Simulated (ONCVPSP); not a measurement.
# What one change does to a pseudopotential (phosphorus, ONCV)

```
Element                 : P
Generator               : ONCVPSP 4.0.1
Type                    : optimised norm-conserving Vanderbilt (ONCV)
Functional              : BLYP
Relativity              : scalar-relativistic
Frozen core             : [Ne]
Valence charge          : 5
Reference configuration : 3s2 3p1 (charge +2)
Partial waves           : 3s: rc 1.35 bohr, ncon 4, nbas 7, qcut 6.3 1/bohr, 3 projectors, debl 3.2 Ha; 3p: rc 1.85 bohr, ncon 4, nbas 8, qcut 3.8 1/bohr, 2 projectors, debl 2.4 Ha
Local potential         : polynomial inside 1.00 bohr (lpopt 3, dvloc0 0 Ha)
Core correction         : Teter function, fcfact 5.25, rcfact 1.25
```

All-electron outer shells of the reference configuration (BLYP, scalar-relativistic, ld1.x):

```csv
shell,level (eV),outermost node (bohr),outermost maximum (bohr)
2s,-197.35,0.14,0.42
2p,-148.12,–,0.35
3s,-33.84,0.65,1.50
3p,-24.16,0.63,1.68
```

Change: core correction Teter function, fcfact 3.2, rcfact 1.25.

Cutoffs: the cutoffs (Ha) at which the residual kinetic energy of the hardest occupied pseudo-wave falls to 1 and 0.1 mHa per electron; they do not see the model core or the augmentation charge, which bear on the density cutoff. Errors are all-electron minus pseudo energies relative to the spin-unpolarised reference configuration.

Task: What does the change do?

Result: The potential gets neither clearly harder nor softer (11 Ha and 37 Ha → 11 Ha and 37 Ha); both files keep a bound ghost (s); of the 4 tests that both files solve, the error grows in 4 and shrinks in 0 by more than 15 % and 0.3 meV (median size 15.6 → 21.0 meV). A model core, the more so a compact one, raises the density cutoff, which this test does not measure.

```csv
quantity,base,changed
"cutoff, loose",11 Ha,11 Ha
"cutoff, tight",37 Ha,37 Ha
bound ghosts,s,s
GHOST(+) flags under 300 eV,none,none
"error for 3s2 3p3, meV [ΔE -28.59 eV]",+18,+22
"error for 3s2 3p2, meV [ΔE -19.01 eV]",+8.2,+10
"error for 3s2 3p0, meV [ΔE 29.67 eV]",+17,+24
"error for 3s0 3p5, meV [ΔE -11.33 eV]",+14,+20
s: phases at 1.37 bohr within 0.05 rad from the reference energy up to (Ha; the scan ends near 5),to the end of the scan,to the end of the scan
p: phases at 1.88 bohr within 0.05 rad from the reference energy up to (Ha; the scan ends near 5),3.0,3.0
"rms error of d²Exc/dni dnj with the model core, mHa",3.27,4.55
```

 A true bound ghost makes a file unfit for plane-wave use even where its test errors are small: the radial tests pick states by their node count and pass the ghost by.
